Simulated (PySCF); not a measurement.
GeBr2, SMILES [Br][Ge][Br] (connectivity only; charge and spin as stated), neutral, multiplicity 1.

Geometry: PBE0-D3(BJ)/def2-SVP. The isomer is the one that the SMILES or the coordinates give; other isomers of the formula were not compared.

Method: TDDFT-PBE/def2-SVPD (PySCF).

Vertical excitations. The molecule is in vacuum. State labels are in the subgroup C2v.

Computed excitation energies, oscillator strengths and character:
```tsv
state	symmetry	energy (eV)	λ (nm)	f	main pairs
S1	A2	3.18	390	0.000	HOMO−1→LUMO 100 %
S2	B1	3.20	388	0.005	HOMO→LUMO 97 %
S3	B2	4.01	309	0.042	HOMO−2→LUMO 93 %
S4	B1	4.52	275	0.007	HOMO−4→LUMO 97 %
S5	A1	4.74	262	0.007	HOMO−3→LUMO 90 %
S6	A2	5.43	228	0.000	HOMO−5→LUMO 100 %
S7	A1	5.49	226	0.068	HOMO→LUMO+1 78 %, HOMO−1→LUMO+2 14 %
S8	B2	5.59	222	0.001	HOMO−1→LUMO+1 76 %, HOMO→LUMO+2 23 %
S9	A1	5.81	214	0.050	HOMO−1→LUMO+2 85 %
S10	A2	5.86	212	0.000	HOMO−2→LUMO+1 99 %
T1	B1	2.48	501	0	HOMO→LUMO 98 %
T2	A2	3.05	407	0	HOMO−1→LUMO 100 %
T3	B2	3.34	371	0	HOMO−2→LUMO 100 %
T4	A1	3.81	326	0	HOMO−3→LUMO 100 %
```
Triplets are in the Tamm–Dancoff approximation, which puts them higher than full response would, so one can lie above its singlet here.
